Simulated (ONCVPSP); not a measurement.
**antimony: from the effect back to the setting (ONCV)**

Base potential:

| Property | Result |
| --- | --- |
| Element | Sb (Z = 51) |
| Generator | ONCVPSP 4.0.1 |
| Type | optimised norm-conserving Vanderbilt (ONCV) |
| Functional | PBE |
| Relativity | scalar-relativistic |
| Frozen core | [Kr] 4d10 |
| Valence charge | 5 |
| Reference configuration | 5s2 5p3 |
| Partial waves | 5s: rc 1.90 bohr, ncon 4, nbas 8, qcut 2.8 1/bohr, 3 projectors, debl 3.8 Ha; 5p: rc 1.80 bohr, ncon 4, nbas 8, qcut 5.3 1/bohr, local |
| Local potential | the p channel |
| Core correction | Teter function, fcfact 5.75, rcfact 1.65 |

Cutoffs, loose and tight: the cutoffs (Ha) at which the residual kinetic energy of the hardest occupied pseudo-wave falls to 1 and 0.1 mHa per electron. They do not see the model core or the augmentation charge, which bear on the density cutoff. Test errors are all-electron minus pseudo excitation energies from the reference, over the configurations 5s2 5p2; 5s2 5p1; 5s2 5p0; 5s1 5p3; variants that change the core or the reference have their own tests.

Only the scale of all radii but the core radius (base = 1) is moved (2 further runs of the sweep failed or gave no value and are left out):

```
scale of all radii but the core radius (base = 1)  cutoff, loose  cutoff, tight  bound ghosts  largest test error (meV)
                                              0.9          51 Ha          79 Ha             s                      -966
                                             1.02          33 Ha          45 Ha          none                      -955
                                             1.06          32 Ha          42 Ha          none                      -952
                                             1.13          27 Ha          37 Ha          none                      -947
                                             1.19          19 Ha          33 Ha          none                      -942
                                             1.28          14 Ha          29 Ha          none                      -933
                                             1.32         8.5 Ha          26 Ha          none                      -928
```

Problem. One more run gave cutoff, loose: 25 Ha; cutoff, tight: 67 Ha; bound ghosts: none; largest test error (meV): -961. Which value of the scale of all radii but the core radius (base = 1) was used?

Solution. 0.95. The tight cutoff moves one way along this sweep, from 79 Ha at 0.9 to 26 Ha at 1.32, which places the run between 0.9 and 1.02.
